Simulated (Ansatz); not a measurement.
Compare A (`CBC=O`) with its isomer B (`BC(=C)O`).

Program: Ansatz. Geometries: PBE0-D4/def2-TZVP. ΔE: electronic, gas phase. CCSD(T)/CBS is the MP2 limit (def2-TZVPP, def2-QZVPP) plus CCSD(T) − MP2 in def2-TZVPP, frozen cores. Functionals use def2-TZVPP. B3LYP here is the variant with VWN-RPA as its local correlation; programs differ in this. One conformer a species, not always the lowest.

Question: Which isomer does CCSD(T)/CBS put lower? Give the gap. (Best estimate.)

Answer: Ansatz gave: A, by 5.5 kcal/mol.

Question: Give E(B) − E(A) in kcal/mol with ωB97M-V, r2SCAN-D4, MP2/def2-TZVPP, PBE0-D4, B3LYP, CCSD/def2-TZVPP, PBE-D4. (Estimate.)

Answer: Ansatz gave: ωB97M-V 6.6, r2SCAN-D4 6.5, MP2/def2-TZVPP 6.2, PBE0-D4 6.2, B3LYP 6.7, CCSD/def2-TZVPP 6.8, PBE-D4 6.6. None reverses the order clearly.

Question: Does the order hold for the free energy at 298.15 K (harmonic terms from PBE0-D4)? (Estimate.)

Answer: Ansatz gave: Yes: G(B) − G(A) = +7.7 kcal/mol, for one conformer each.

Largest T1 diagnostic: 0.016.

Leaving LDA and LC-ωPBE aside and taking each functional with its dispersion term where it has one, the values, not all of them listed here, spread over 2.0 kcal/mol, from r2SCAN0-D4 to ωB97X-V. LDA lies −4.0 kcal/mol from PBE without D4. In def2-TZVPP, CCSD(T) changes the Hartree–Fock value by −2.0 kcal/mol (the triples alone add −0.7 kcal/mol) and MP2 by −2.0 kcal/mol.
